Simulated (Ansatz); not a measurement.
## How methods differ on SbH3 (stibine)

SbH3 has 4 atoms, charge 0, and is taken as a singlet. As SMILES, `[SbH3]`. The shape was relaxed beforehand at wB97X-V/def2-SVP.

Each level gives the adiabatic electron affinity (to the doublet anion, shapes relaxed at wB97X-V/def2-SVP, no zero-point term) (eV). The values are calculated.

The electron affinity is E(neutral) − E(anion): positive where the electron is bound.

| level | kind | program | value (eV) | less CCSD(T)/def2-TZVPP | CPU time (all runs) |
| --- | --- | --- | --- | --- | --- |
| HF/def2-TZVPP (core potential) | Hartree–Fock | Ansatz | -1.65 | -0.29 | 0.91 s |
| SVWN5/def2-TZVPP (core potential) | LDA | Ansatz | -1.02 | +0.34 | 1.5 s |
| BLYP/def2-TZVPP (core potential) | GGA | Ansatz | -1.08 | +0.28 | 2.6 s |
| PBE/def2-TZVPP (core potential) | GGA | Ansatz | -1.03 | +0.33 | 2.5 s |
| r2SCAN/def2-TZVPP (core potential) | meta-GGA | Ansatz | -1.00 | +0.36 | 4.9 s |
| wB97M-V/def2-TZVPP (core potential) | range-separated hybrid | Ansatz | -1.21 | +0.15 | 10 s |
| B2PLYP/def2-TZVPP (core potential) | double hybrid | Ansatz | -1.21 | +0.15 | 4.6 s |
| CCSD(T)/def2-TZVPP (core potential) | coupled cluster or CI | Ansatz | -1.36 | 0.00 | 19 s |

CCSD(T)/def2-TZVPP (core potential) is the highest level here, not the true value. Spin-orbit coupling, which can split open shells on such heavy atoms by tenths of an eV, is left out. The values span -1.65 to -1.00 eV. In the correlated wave-function rows the outer d shell of Sb is correlated, in sets not made for it. Negative values mean that the anion is unbound at that level; they are set by how diffuse the basis is and aren't properties of the molecule, whose anion may well be bound. Times are those of the runs behind each value, whatever else they computed, on shared processors of several kinds: orders of magnitude only.
